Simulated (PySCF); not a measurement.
Several structures and their simulated spectra, in scrambled order.

A. `InChI=1S/C4H3F5O/c5-3(6)1-10-2-4(7,8)9/h1H,2H2`
B. SMILES c1(CC)nocc1O[SiH3]
C. `CC(=O)N[Si@H]1C=CCO1`
D. SMILES C=CC(=O)N[SiH2]C(C)=O

Spectrum 1. ¹H NMR (400 MHz, computed): δ 6.15 (m, 1H), 4.34 (m, 2H). ¹³C{¹H} NMR (computed): δ 166.1 (C), 131.6 (C), 115.1 (CH), 71.9 (CH2).

Spectrum 2. ¹H NMR (400 MHz, computed): δ 7.30 (m, 1H), 6.47 (m, 1H), 5.64 (m, 1H), 4.86 (m, 1H), 4.84 (m, 1H), 4.84 (br s, 1H), 2.02 (s, 3H). ¹³C{¹H} NMR (computed): δ 179.0 (C), 160.2 (CH), 133.3 (CH), 76.8 (CH2), 24.0 (CH3).

Spectrum 3. ¹H NMR (400 MHz, computed): δ 7.04 (m, 1H), 6.24 (m, 1H), 6.22 (m, 1H), 5.17 (br s, 1H), 5.06 (s, 2H), 2.46 (s, 3H). ¹³C{¹H} NMR (computed): δ 245.5 (C), 174.5 (C), 140.6 (CH2), 134.8 (CH), 39.1 (CH3).

Spectrum 4. ¹H NMR (400 MHz, computed): δ 8.19 (s, 1H), 5.13 (s, 3H), 2.92 (q, 2H), 1.39 (t, 3H). ¹³C{¹H} NMR (computed): δ 161.8 (C), 148.1 (C), 146.3 (CH), 22.4 (CH2), 14.8 (CH3).

Computed data (PySCF 2.14): shielding tensors at PBE0/pcSseg-1 (GIAO), geometry: GFN2-xTB. A single conformation, non-relativistic Hamiltonian, no solvent, fast rotation and ring inversion assumed for equivalent nuclei.

Shifts are taken against calculated references (same method and geometry level): TMS for ¹H (σref 31.72), ¹³C (σref 186.93). Splittings of carbon signals by F and P are missing where no couplings were computed. Where no couplings were computed, multiplicities follow the n + 1 count of equivalent neighbours, and m marks all less simple cases (inequivalent or close neighbours, rings, F or P nearby). Acid and N–H amide carbonyl carbons lie up to 10 ppm further downfield in solution (hydrogen bonding). Shifts are as computed. Against solution values, carbons near 30 ppm lie about +3 ppm off and those near 130 ppm about +5 ppm. Of 1309 compounds with measured shifts, 239 miss one by over three times the rms of a fit or turn the order of signals round; such compounds aren't used in these exercises. OH and NH positions are gas-phase values without hydrogen bonding to other molecules.

Task: Which spectrum belongs to which compound?

Result: 1–A, 2–C, 3–D, 4–B.

- Spectrum 1 (A): 4 ¹³C signals; δC 131.6 is a CF3 carbon; δC 115.1 is an alkene carbon bearing oxygen.
- Spectrum 2 (C): 5 ¹³C signals; δC 179.0 is an amide carbonyl carbon; δC 160.2 is an alkene CH.
- Spectrum 3 (D): 5 ¹³C signals; δC 174.5 is an amide carbonyl carbon; δC 140.6 is a β carbon of a C=C–C=O unit.
- Spectrum 4 (B): 5 ¹³C signals; δC 148.1 is an aromatic carbon bearing oxygen; δC 22.4 is an sp3 CH2 on an aromatic ring.
